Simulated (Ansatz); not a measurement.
Born–Oppenheimer molecular dynamics of Cl2GaH (4 atoms, charge 0, multiplicity 1). It goes on from the last frame of an earlier run, with new velocities.

Computed with Ansatz, RKS revPBE/def2-mTZVP.

| Item | Value |
| --- | --- |
| ensemble | NVE (velocity Verlet) |
| time step | 2 fs |
| steps asked | 40 |
| starting velocities drawn for | 1000 K |
| seed | 27413 |

First frame:

```xyz
4
Properties=species:S:1:pos:R:3
Ga -0.010 0.036 -0.068
H -0.310 -0.645 1.413
Cl 2.060 -0.007 -1.057
Cl -2.032 -0.045 -1.037
```

(1) How far do the bonds stretch over the last three quarters of this one trajectory? (Pairs bonded in most of those frames.)

## Answers

(1) 
| bond | mean (Å) | spread (Å) | shortest | longest |
| --- | --- | --- | --- | --- |
| Ga1–H2 | 1.586 | 0.054 | 1.50 | 1.67 |
| Ga1–Cl3 | 2.159 | 0.080 | 2.07 | 2.31 |
| Ga1–Cl4 | 2.179 | 0.076 | 2.08 | 2.28 |

Mean temperature of the second half: 1503 K. The conserved energy stayed within 1.4 meV per atom of its start (net change -0.03 meV per atom), so the integration is sound. The kinetic energy rose, since the run started high on the potential surface and went downhill. A step of 2 fs is long for free X–H stretches (periods near 10 fs) and can bias their spread and the temperature. A run of 0.08 ps of so small a system gives no equilibrium averages.

The run took 37 s on 2 threads of Intel(R) Xeon(R) Platinum 8259CL CPU @ 2.50GHz (Skylake/Cascade Lake), with other jobs on the host, peak memory 0.16 GiB.
